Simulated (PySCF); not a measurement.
C₂H₆ClFSi.

```xyz
11

Si     0.5165    -0.3815    -0.4196
F      1.2526    -1.0198     0.8781
Cl     0.5796     1.6680    -0.2029
C     -1.2491    -0.9542    -0.4660
C     -2.0683    -0.5633     0.7617
H      1.3131    -0.7527    -1.6148
H     -1.6991    -0.5491    -1.3897
H     -1.2271    -2.0511    -0.5965
H     -2.0980     0.5296     0.8873
H     -3.1058    -0.9208     0.6821
H     -1.6370    -0.9892     1.6803
```
Charge 0, spin multiplicity 1.

Geometry: PBE0-D3(BJ)/def2-SVP. The structure was generated by enumeration, and PubChem lists no compound with its InChIKey, so it may never have been made. One conformer was computed; it need not be the lowest.

Computed with PBE/pcSseg-1 (PySCF). Non-relativistic, no solvent.

Computed absolute GIAO shielding of each atom: isotropic value and principal components (ppm):
```
atom  σ(iso)    σ11    σ22     σ33   span
----  ------  -----  -----  ------  -----
Si1    311.3  269.0  315.3   349.8   80.8
F2     320.1  250.6  321.2   388.4  137.8
Cl3    875.5  687.1  934.2  1005.2  318.1
C4     164.3  156.3  163.6   173.1   16.9
C5     174.4  169.6  170.7   182.9   13.3
H6      25.5   21.9   23.0    31.4    9.5
H7      30.6   27.3   28.3    36.2    8.9
H8      30.2   26.1   28.3    36.2   10.1
H9      29.9   24.7   30.2    34.9   10.2
H10     30.0   25.0   27.5    37.6   12.5
H11     30.1   25.6   28.7    36.1   10.6
```
